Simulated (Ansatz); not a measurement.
Basis-set series for CH4Cl2HfOS (`C[O][Hf]([SH])([Cl])[Cl]`). Charge 0, multiplicity 1. Hf: def2 effective core potential. Geometry: relaxed with PBE0-D4/def2-TZVP. It is one conformer, not always the lowest.

| functional | basis | functions | energy (Eh) | HOMO (eV) | LUMO (eV) |
| --- | --- | --- | --- | --- | --- |
| PBE0-D4 | def2-SVP | 134 | -1481.54664 | -7.77 | -1.32 |
| PBE0-D4 | def2-TZVPP | 300 | -1482.14713 | -7.80 | -1.36 |
| ωB97M-V | def2-SVP | 134 | -1481.93124 | -9.87 | 0.72 |
| ωB97M-V | def2-TZVPP | 300 | -1482.53261 | -9.94 | 0.63 |

Q: Give the rows for def2-QZVPP. (Estimate.)

A: Ansatz gave: 
```tsv
functional	basis	functions	energy (Eh)	HOMO (eV)	LUMO (eV)
PBE0-D4	def2-QZVPP	525	-1482.19288	-7.82	-1.41
ωB97M-V	def2-QZVPP	525	-1482.57622	-9.98	0.43
```

Positive LUMOs are unbound and depend on the basis.
